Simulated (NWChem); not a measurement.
CuNH₃F; SMILES [Cu]([F])<-[NH3]

```xyz
6

Cu     0.0000     0.0001     0.6983
F      0.0000    -0.0002    -1.0491
N      0.0000     0.0001     2.6200
H      0.6749    -0.6638     3.0042
H     -0.9123    -0.2526     3.0043
H      0.2374     0.9164     3.0044
```
Atoms are numbered in this order, from 1.

The geometry was optimised at PBE0/def2-SVP.

Give the principal values of the shielding tensors (ppm) of Cu1, F2, N3 from PBE0/pcSseg-1, GIAO (NWChem), with their diamagnetic and paramagnetic parts as GIAO splits them.


```tsv
atom	σ11	σ22	σ33	isotropic	diamagnetic	paramagnetic
Cu1	-560.4	-559.9	2394.8	424.8	2403.6	-1978.8
F2	489.5	557.6	557.6	534.9	470.5	64.4
N3	236.7	282.3	282.3	267.1	313.5	-46.4
```
